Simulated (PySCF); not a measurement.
Cl2OTa (SMILES [O]=[Ta]([Cl])[Cl]), doublet (typed; the unrestricted solution is spin-contaminated), geometry from GFN2-xTB (such geometries of metal compounds can be far from the true shape) (the multiplicity is a formal guess) (core potentials on Ta), with bond 2-1 at 1.3 times its length; B3LYP/def2-SVP (PySCF).

Here is a job for PySCF.
```python
from pyscf import gto, scf, dft

mol = gto.M(
    atom='''
Ta   -0.16574154   -0.14786871   -0.03004615
O    -1.79884496   -1.60486560   -0.32610029
Cl   -0.33742720    1.93896960   -0.71580246
Cl    1.71830554   -0.70699898    0.96613244
''',
    basis='def2-svp',
    ecp={'Ta': 'def2-svp'},
    spin=1,
    verbose=4,
)

mf = dft.UKS(mol)
mf.xc = 'b3lyp'
mf.level_shift = 0.5
mf.max_cycle = 100
mf.kernel()
```

### Question
What does PySCF print? Leave out banner, timings and long lists.

### Answer

```
PySCF version 2.14.0

[INPUT] verbose = 4
[INPUT] num. atoms = 4
[INPUT] num. electrons = 55
[INPUT] charge = 0
[INPUT] spin (= nelec alpha-beta = 2S) = 1
[INPUT] symmetry False subgroup None
[INPUT] Mole.unit = angstrom
[INPUT] Symbol           X                Y                Z      unit          X                Y                Z       unit  Magmom
[INPUT]  1 Ta    -0.165741540000  -0.147868710000  -0.030046150000 AA   -0.313206118064  -0.279431364293  -0.056778994598 Bohr   0.0
[INPUT]  2 O     -1.798844960000  -1.604865600000  -0.326100290000 AA   -3.399324314954  -3.032756450736  -0.616240237241 Bohr   0.0
[INPUT]  3 Cl    -0.337427200000   1.938969600000  -0.715802460000 AA   -0.637644994979   3.664121507857  -1.352670608690 Bohr   0.0
[INPUT]  4 Cl     1.718305540000  -0.706998980000   0.966132440000 AA    3.247126868923  -1.336034442547   1.825725711658 Bohr   0.0

nuclear repulsion = 209.222603793903
number of shells = 34
number of NR pGTOs = 153
number of NR cGTOs = 82
basis = def2-svp
ecp = {'Ta': 'def2-svp'}

******** <class 'pyscf.dft.uks.UKS'> ********
method = UKS
initial guess = minao
damping factor = 0
level_shift factor = 0.5
DIIS = <class 'pyscf.scf.diis.CDIIS'>
diis_start_cycle = 1
diis_space = 8
diis_damp = 0
SCF conv_tol = 1e-09
SCF conv_tol_grad = None
SCF max_cycles = 100
direct_scf = True
direct_scf_tol = 1e-13
number electrons alpha = 28  beta = 27
XC library pyscf.dft.libxc version 7.1.2
    S. Lehtola, C. Steigemann, M. J. T. Oliveira, and M. A. L. Marques,  SoftwareX 7, 1–5 (2018)
XC functionals = b3lyp
    P. J. Stephens, F. J. Devlin, C. F. Chabalowski, and M. J. Frisch,  J. Phys. Chem. 98, 11623 (1994)
radial grids:
    Treutler-Ahlrichs [JCP 102, 346 (1995); DOI:10.1063/1.469408] (M4) radial grids

becke partition: Becke, JCP 88, 2547 (1988); DOI:10.1063/1.454033
pruning grids: <function nwchem_prune>
grids dens level: 3
symmetrized grids: False
atomic radii adjust function: <function treutler_atomic_radii_adjust>
small_rho_cutoff = 0
Set gradient conv threshold to 3.16228e-05
tot grids = 75856
init E= -1039.65872932964

cycle= 1 E= -1051.9788455062  delta_E= -12.3  |g|= 0.87  |ddm|= 5.29
cycle= 2 E= -1051.08129952476  delta_E= 0.898  |g|= 1.81  |ddm|= 1.74
cycle= 3 E= -1051.63924090665  delta_E= -0.558  |g|= 1.35  |ddm|= 0.461
cycle= 4 E= -1052.04351889722  delta_E= -0.404  |g|= 0.901  |ddm|= 0.334
cycle= 5 E= -1052.2277931205  delta_E= -0.184  |g|= 0.595  |ddm|= 0.23
cycle= 6 E= -1052.31234902517  delta_E= -0.0846  |g|= 0.396  |ddm|= 0.147
cycle= 7 E= -1052.35929871192  delta_E= -0.0469  |g|= 0.229  |ddm|= 0.121
cycle= 8 E= -1052.37832712081  delta_E= -0.019  |g|= 0.119  |ddm|= 0.0865
cycle= 9 E= -1052.38385986134  delta_E= -0.00553  |g|= 0.0662  |ddm|= 0.0493
cycle= 10 E= -1052.38546058013  delta_E= -0.0016  |g|= 0.047  |ddm|= 0.0301
cycle= 11 E= -1052.38625028091  delta_E= -0.00079  |g|= 0.0347  |ddm|= 0.0223
cycle= 12 E= -1052.38675996045  delta_E= -0.00051  |g|= 0.0249  |ddm|= 0.0205
cycle= 13 E= -1052.38708824139  delta_E= -0.000328  |g|= 0.0174  |ddm|= 0.0179
cycle= 14 E= -1052.38728974255  delta_E= -0.000202  |g|= 0.0132  |ddm|= 0.0151
cycle= 15 E= -1052.38748572752  delta_E= -0.000196  |g|= 0.0102  |ddm|= 0.0198
cycle= 16 E= -1052.38763236947  delta_E= -0.000147  |g|= 0.00832  |ddm|= 0.0166
cycle= 17 E= -1052.38780452904  delta_E= -0.000172  |g|= 0.00653  |ddm|= 0.0224
cycle= 18 E= -1052.38797668443  delta_E= -0.000172  |g|= 0.00554  |ddm|= 0.0254
cycle= 19 E= -1052.38809107736  delta_E= -0.000114  |g|= 0.00456  |ddm|= 0.0172
cycle= 20 E= -1052.38820384666  delta_E= -0.000113  |g|= 0.00495  |ddm|= 0.02
cycle= 21 E= -1052.38830138843  delta_E= -9.75e-05  |g|= 0.00683  |ddm|= 0.0211
cycle= 22 E= -1052.38837033727  delta_E= -6.89e-05  |g|= 0.00656  |ddm|= 0.014
cycle= 23 E= -1052.3884111612  delta_E= -4.08e-05  |g|= 0.00502  |ddm|= 0.00741
cycle= 24 E= -1052.3884581206  delta_E= -4.7e-05  |g|= 0.00405  |ddm|= 0.0102
cycle= 25 E= -1052.38850918393  delta_E= -5.11e-05  |g|= 0.0051  |ddm|= 0.0159
cycle= 26 E= -1052.38854937524  delta_E= -4.02e-05  |g|= 0.00591  |ddm|= 0.0151
cycle= 27 E= -1052.38857833835  delta_E= -2.9e-05  |g|= 0.00608  |ddm|= 0.0125
cycle= 28 E= -1052.38860084793  delta_E= -2.25e-05  |g|= 0.00541  |ddm|= 0.00953
cycle= 29 E= -1052.38861597819  delta_E= -1.51e-05  |g|= 0.00463  |ddm|= 0.00696
cycle= 30 E= -1052.38862500071  delta_E= -9.02e-06  |g|= 0.0044  |ddm|= 0.00604
cycle= 31 E= -1052.38863294802  delta_E= -7.95e-06  |g|= 0.00377  |ddm|= 0.00524
cycle= 32 E= -1052.38863800948  delta_E= -5.06e-06  |g|= 0.00326  |ddm|= 0.00397
cycle= 33 E= -1052.38864150281  delta_E= -3.49e-06  |g|= 0.00279  |ddm|= 0.00306
cycle= 34 E= -1052.38864396646  delta_E= -2.46e-06  |g|= 0.00231  |ddm|= 0.00235
cycle= 35 E= -1052.38864559027  delta_E= -1.62e-06  |g|= 0.00193  |ddm|= 0.00189
cycle= 36 E= -1052.3886467196  delta_E= -1.13e-06  |g|= 0.00158  |ddm|= 0.00147
cycle= 37 E= -1052.38864733273  delta_E= -6.13e-07  |g|= 0.00141  |ddm|= 0.00135
cycle= 38 E= -1052.38864780543  delta_E= -4.73e-07  |g|= 0.00121  |ddm|= 0.00103
cycle= 39 E= -1052.38864813681  delta_E= -3.31e-07  |g|= 0.00103  |ddm|= 0.00084
cycle= 40 E= -1052.38864833832  delta_E= -2.02e-07  |g|= 0.000911  |ddm|= 0.000789
cycle= 41 E= -1052.38864845615  delta_E= -1.18e-07  |g|= 0.000824  |ddm|= 0.00077
cycle= 42 E= -1052.38864854805  delta_E= -9.19e-08  |g|= 0.000727  |ddm|= 0.000631
cycle= 43 E= -1052.38864862004  delta_E= -7.2e-08  |g|= 0.000618  |ddm|= 0.000488
cycle= 44 E= -1052.38864870813  delta_E= -8.81e-08  |g|= 0.000457  |ddm|= 0.000282
cycle= 45 E= -1052.38864876326  delta_E= -5.51e-08  |g|= 0.000322  |ddm|= 0.000191
cycle= 46 E= -1052.38864881384  delta_E= -5.06e-08  |g|= 0.000166  |ddm|= 0.000234
cycle= 47 E= -1052.38864883459  delta_E= -2.08e-08  |g|= 7.87e-05  |ddm|= 0.000188
cycle= 48 E= -1052.38864884421  delta_E= -9.61e-09  |g|= 4.09e-05  |ddm|= 0.000173
cycle= 49 E= -1052.38864884858  delta_E= -4.37e-09  |g|= 4.12e-05  |ddm|= 0.000134
cycle= 50 E= -1052.38864885083  delta_E= -2.25e-09  |g|= 4.61e-05  |ddm|= 0.000102
cycle= 51 E= -1052.38864885233  delta_E= -1.5e-09  |g|= 3.14e-05  |ddm|= 5.22e-05
cycle= 52 E= -1052.38864885318  delta_E= -8.54e-10  |g|= 2.27e-05  |ddm|= 3.77e-05
Extra cycle  E= -1052.38864884789  delta_E= 5.28e-09  |g|= 0.000119  |ddm|= 0.000131
converged SCF energy = -1052.38864884789  <S^2> = 0.99382183  2S+1 = 2.2305352
```
